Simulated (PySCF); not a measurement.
Members of one series of related molecules.

All values: PBE0/pcSseg-1 (PySCF) at GFN2-xTB geometries, gas phase, one conformer each.

(1) Rank by dipole moment, highest first.
A. `[CH2:1]=[CH:2][Si@@H:3]([O:4][CH3:5])[SiH2:6][C:7]([NH2:8])=[O:9]` with C1–C2–Si3–O4 -21°, C2–Si3–O4–C5 -62°, C2–Si3–Si6–C7 53°, Si3–Si6–C7–N8 -169°, Si6–C7–N8–H 0° and -179°
B. `[CH2:1]=[CH:2][Si@H:3]([O:4][CH3:5])[SiH2:6][S:7][CH3:8]` with C1–C2–Si3–O4 151°, C2–Si3–O4–C5 61°, C2–Si3–Si6–S7 -58°, Si3–Si6–S7–C8 -175°
C. `[CH2:1]=[CH:2][Si@H:3]([O:4][CH3:5])[SiH2:6][O:7][CH3:8]` with C1–C2–Si3–O4 135°, C2–Si3–O4–C5 57°, C2–Si3–Si6–O7 -67°, Si3–Si6–O7–C8 -179°
D. `[CH2:1]=[CH:2][Si@@H:3]([O:4][CH3:5])[SiH2:6][Cl:7]` with C1–C2–Si3–O4 -17°, C2–Si3–O4–C5 -62°, C2–Si3–Si6–Cl7 64°

## Answers

(1) D (3.12 D), A (2.26 D), B (1.55 D), C (0.45 D).

All values together:

```csv
SMILES,change,formula,μ (D),HOMO (eV),LUMO (eV),lowest IAO charge (e),highest IAO charge (e),lowest Hirshfeld charge (e),highest Hirshfeld charge (e)
C=C[Si@@H]([SiH3])OC,parent,C3H10OSi2,0.48,-7.54,-0.43,-0.632 (O),+0.880 (Si),-0.225 (O),+0.334 (Si)
C=C[Si@H](OC)[SiH2]OC,H on Si replaced by OCH3,C4H12O2Si2,0.45,-7.61,-0.39,-0.650 (O),+0.858 (Si),-0.232 (O),+0.329 (Si)
C=C[Si@@H](OC)[SiH2]C(N)=O,H on Si replaced by CONH2,C4H11NO2Si2,2.26,-6.86,-0.75,-0.644 (O),+0.887 (Si),-0.292 (O),+0.339 (Si)
C=C[Si@@H](OC)[SiH2]Cl,H on Si replaced by Cl,C3H9ClOSi2,3.12,-7.72,-1.00,-0.642 (O),+0.865 (Si),-0.225 (O),+0.330 (Si)
C=C[Si@H](OC)[SiH2]SC,H on Si replaced by SCH3,C4H12OSSi2,1.55,-6.61,-0.48,-0.640 (O),+0.884 (Si),-0.227 (O),+0.335 (Si)
```

Conformers: `[CH2:1]=[CH:2][Si@@H:3]([SiH3:4])[O:5][CH3:6]` with C1–C2–Si3–Si4 57°, C2–Si3–O5–C6 -176°; `[CH2:1]=[CH:2][Si@H:3]([O:4][CH3:5])[SiH2:6][O:7][CH3:8]` with C1–C2–Si3–O4 135°, C2–Si3–O4–C5 57°, C2–Si3–Si6–O7 -67°, Si3–Si6–O7–C8 -179°; `[CH2:1]=[CH:2][Si@@H:3]([O:4][CH3:5])[SiH2:6][C:7]([NH2:8])=[O:9]` with C1–C2–Si3–O4 -21°, C2–Si3–O4–C5 -62°, C2–Si3–Si6–C7 53°, Si3–Si6–C7–N8 -169°, Si6–C7–N8–H 0° and -179°; `[CH2:1]=[CH:2][Si@@H:3]([O:4][CH3:5])[SiH2:6][Cl:7]` with C1–C2–Si3–O4 -17°, C2–Si3–O4–C5 -62°, C2–Si3–Si6–Cl7 64°; `[CH2:1]=[CH:2][Si@H:3]([O:4][CH3:5])[SiH2:6][S:7][CH3:8]` with C1–C2–Si3–O4 151°, C2–Si3–O4–C5 61°, C2–Si3–Si6–S7 -58°, Si3–Si6–S7–C8 -175°.

Give the shifts from the parent, `C=C[Si@@H]([SiH3])OC`.

| SMILES | change in μ (D) | change in HOMO (eV) | change in LUMO (eV) |
| --- | --- | --- | --- |
| C=C[Si@H](OC)[SiH2]OC | -0.03 | -0.07 | +0.04 |
| C=C[Si@@H](OC)[SiH2]C(N)=O | +1.78 | +0.68 | -0.32 |
| C=C[Si@@H](OC)[SiH2]Cl | +2.64 | -0.18 | -0.57 |
| C=C[Si@H](OC)[SiH2]SC | +1.07 | +0.93 | -0.05 |
